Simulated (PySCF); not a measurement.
**BiO⁻: from constants to spectrum**

BHandHLYP constants of BiO⁻, ³Σ⁻ (triplet), unpaired electrons π ↑↑ (PySCF, scalar-relativistic core potentials, basis sets Bi def2-SVPD with ECP60, O def2-SVPD; masses 208.9804 and 15.9949 u):

* ωe: 682.3 cm⁻¹
* ωexe: 2.52 cm⁻¹
* Be: 0.28378 cm⁻¹
* αe: 0.00149 cm⁻¹
* D (centrifugal): 1.96e-07 cm⁻¹

Task: Give the vibrational terms G(v) and spacings up to v = 6.

Result: G(v) = ωe(v+½) − ωexe(v+½)².

```csv
v,G(v) (cm⁻¹),G(v) − G(v−1),Bv (cm⁻¹)
0,340.5,,0.2830
1,1017.8,677.3,0.2815
2,1690.0,672.2,0.2801
3,2357.2,667.2,0.2786
4,3019.3,662.1,0.2771
5,3676.4,657.1,0.2756
6,4328.5,652.1,0.2741
```

These are scalar-relativistic numbers at best; spin–orbit coupling would shift them, the dissociation energy most. The state was picked by a PBE0 search and need not be the measured ground state.
